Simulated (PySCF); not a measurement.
Name the molecule from its bond curve

A diatomic of charge 0 contains Be. Its doublet curve at PBE0 in a triple-zeta basis (no relativity, PySCF), in eV from the separated fragments:

```
R (Å)  E (eV)
2.229  -0.334
2.333  -0.425
2.437  -0.475
2.514  -0.493
2.592  -0.497
2.670  -0.492
2.773  -0.473
2.903  -0.437
3.059  -0.386
3.266  -0.314
```

The fit gives ωe = 343 cm⁻¹ and the rotational constant Bₑ = 0.6396 cm⁻¹.

Which atom is the partner?

The minimum lies at 2.585 Å, so the reduced mass is 16.8576 u Å² cm⁻¹/(Bₑ·Re²) = 3.944 u. With Be at 9.01 u the partner weighs about 7.0 u: Li. The molecule is LiBe.

The state is the lowest determinant that a PBE0 search found; another state may lie lower at other levels.
